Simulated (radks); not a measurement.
Problem. The mean radii <r> (bohr) of the occupied orbitals of an atom or ion are listed with their occupations. All-electron calculation, Dirac Kohn-Sham, PBE, spin-unpolarised, spherical densities, point nucleus. Program: a radial shooting solver on a logarithmic mesh with Libxc functionals.

orbital  occ.      <r>
1s1/2       2  0.01658
2s1/2       2  0.06923
2p1/2       2  0.05692
2p3/2       4  0.06560
3s1/2       2   0.1801
3p1/2       2   0.1704
3p3/2       4   0.1863
3d3/2       4   0.1621
3d5/2       6   0.1670
4s1/2       2   0.3990
4p1/2       2   0.4011
4p3/2       4   0.4352
4d3/2       4   0.4423
4d5/2       6   0.4534
5s1/2       2   0.8949
4f5/2       6   0.4781
4f7/2       8   0.4848
5p1/2       2   0.9576
5p3/2       4    1.044
5d3/2     2.8    1.279
5d5/2     4.2    1.313

Name the element and its charge. Open shells, if any, are shared by 2j + 1.

Solution. Z = 80, mercury, charge +5: Hg5+ in [Xe] 4f14 5d7. The 1s radius gives Z: for a bare nucleus <r> = (2 gamma + 1)/(2Z) with gamma = sqrt(1 - (Z/c)^2), 0.0164 bohr for Z = 80, and screening makes it slightly larger (0.01658 here). The occupations add up to 75, and the charge is Z minus that.
